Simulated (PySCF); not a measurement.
C₄H₆F₂, SMILES C(C(F)F)(=C)C.

Geometry optimised at PBE0-D3(BJ)/def2-SVP. One conformer was computed; it need not be the lowest.

Two levels are set side by side: PBE/def2-TZVP (PySCF) and r2SCAN/def2-TZVP (PySCF). Same geometry, gas phase. Differences are taken from unrounded values.

```tsv
quantity	PBE
orbital gap (eV)	5.39
highest occupied level (eV)	-6.67
lowest empty level (eV)	-1.29
dipole moment (D)	1.99
mean polarisability (bohr³)	51.5
```

Problem. These are the PBE values. What does r2SCAN give? (Estimate from the structure and the level; the computed values follow.)

Solution. 
```json
[
 {"quantity": "orbital gap (eV)", "r2SCAN": "5.82", "PBE minus r2SCAN": "-0.44"},
 {"quantity": "highest occupied level (eV)", "r2SCAN": "-6.88", "PBE minus r2SCAN": "0.21"},
 {"quantity": "lowest empty level (eV)", "r2SCAN": "-1.06", "PBE minus r2SCAN": "-0.23"},
 {"quantity": "dipole moment (D)", "r2SCAN": "2.08", "PBE minus r2SCAN": "-0.09"},
 {"quantity": "mean polarisability (bohr³)", "r2SCAN": "50.5", "PBE minus r2SCAN": "1.0"}
]
```

Rough cost on one machine, each run with all the roots and properties that it gave: r2SCAN against PBE about 4 times.
